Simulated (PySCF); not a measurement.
A GIAO shielding run with PySCF 2.14.0 with density-fitted response routines (density fitting, non-relativistic, gas phase) on `InChI=1S/C5H14OSSi2/c1-9(2)4-5(7-8)3-6-9/h5H,3-4H2,1-2,8H3/t5-/m0/s1`:

```
$ OMP_NUM_THREADS=1 python probes_run.py task.json out

{"job": {"kind": "nmr", "xc": "PBE0", "basis": "pcSseg-1"}, "charge": 0, "multiplicity": 1}
C     -2.907915    -1.004905     0.867991
Si    -1.572505     0.093354     0.082319
C     -2.267849     1.776559    -0.460180
C      0.044748     0.198820     1.098142
C      1.080782    -0.001454     0.005162
S      2.667295    -0.632893     0.670034
Si     4.037255    -0.081120    -0.874884
C      0.484365    -0.976473    -1.009021
O     -0.864751    -0.656376    -1.208172
H     -2.502506    -1.935846     1.253139
H     -3.402145    -0.491716     1.685500
H     -3.664553    -1.254161     0.131407
H     -2.835895     2.235241     0.341526
H     -2.936448     1.653056    -1.305856
H     -1.487030     2.470555    -0.757116
H      0.222593     1.124290     1.638084
H      0.115068    -0.617221     1.816630
H      1.284842     0.951064    -0.489703
H      5.333681    -0.383395    -0.299287
H      3.843256     1.340769    -1.139745
H      3.761887    -0.857821    -2.079070
H      0.564729    -1.999371    -0.623845
H      0.996343    -0.923972    -1.973857
```

Hardware: 1 thread of an Arm Neoverse V1, shared host. The job also computes population analyses, field gradients, ring-centre shieldings.

Problem. How large is the calculation?

Solution. 96 electrons, 244 basis functions and 1335 auxiliary functions.

Problem. How long does it take, and how much memory does it need?

Solution. 70 s of wall time, with 13 SCF cycles and 4 response iterations; peak memory 1.1 GiB. Times on a shared host scatter by some tens of per cent.
